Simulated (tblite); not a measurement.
C₅H₆OS₂.
Structure used (GFN2-xTB), in Å, numbered top down from 1:
```
atom  x, y, z in Å
C1    -2.0327   -0.8264    0.7330
C2    -0.9231   -0.6424   -0.2609
O3    -0.2989   -1.5529   -0.7488
C4    -0.5762    0.7952   -0.5642
S5     0.6368    1.2904    0.7258
C6     1.9981    0.2580    0.2358
C7     3.2383    0.5969    0.4022
S8     4.7277    0.9877    0.6294
H9    -1.9181   -0.1307    1.5608
H10   -2.9803   -0.6152    0.2389
H11   -2.0469   -1.8490    1.1004
H12   -1.4201    1.4702   -0.4463
H13   -0.1073    0.9151   -1.5398
H14    1.7021   -0.6972   -0.1732
```

Computed with GFN2-xTB (tblite): harmonic, unscaled wavenumbers at the GFN2-xTB geometry, gas phase. The method is semi-empirical: single wavenumbers can be off by several per cent or more. One conformer, not necessarily the lowest.

Harmonic wavenumbers (cm⁻¹): 27.4, 60.8, 79.6, 117.1, 124.5, 147.8, 231.8, 283.1, 382.0, 422.4, 503.3, 549.9, 566.3, 700.2, 703.0, 838.3, 895.8, 948.2, 978.7, 994.7, 1084.2, 1116.6, 1162.6, 1191.1, 1367.6, 1409.3, 1445.7, 1452.7, 1753.3, 1873.5, 3000.1, 3014.8, 3025.9, 3028.8, 3038.4, 3059.0.

A = 3780, B = 594.4, C = 547.6 MHz; mass 145.986 u (most abundant isotopes); point group C1, symmetry number 1.

Zero-point energy?

½Σν̃ = 20789 cm⁻¹ = 248.69 kJ/mol.

What is S at 400 K and 1 bar for an ideal gas of classical rigid rotors and harmonic oscillators?

Translation 177.12, rotation 128.96, vibration 170.08: S = 476.2 J/(mol K).

And Cp and H(400 K) − H(0)?

Cp = 174.26 J/(mol K), of which vibrations give 141.00 (their classical limit is 36 R = 299.3); H(400 K) − H(0) = 45.33 kJ/mol without the zero-point energy, 32.03 from vibrations.

Blend soft modes into free rotors: weight 1/[1 + (100 cm⁻¹/ν̃)⁴] for the oscillator and the rest for a rotor with moment μB/(μ + B), μ = h/(8π²ν), B = 10⁻⁴⁴ kg m². What vibrational entropy results?

150.51 J/(mol K) in place of 170.08, which changes −T·S at 400 K by +7.83 kJ/mol.

Which modes carry the vibrational entropy at 400 K?

27.4 cm⁻¹: 27.58; 60.8 cm⁻¹: 20.97; 79.6 cm⁻¹: 18.74; 117.1 cm⁻¹: 15.56; 124.5 cm⁻¹: 15.06; 147.8 cm⁻¹: 13.66 J/(mol K); the other 30 give 58.50 together.

Hindered rotation and anharmonicity are outside this model. Other conformers, if any are populated, would add a mixing term that is left out. The structure is chiral; the term R ln 2 for an equal mix with its mirror image is left out.
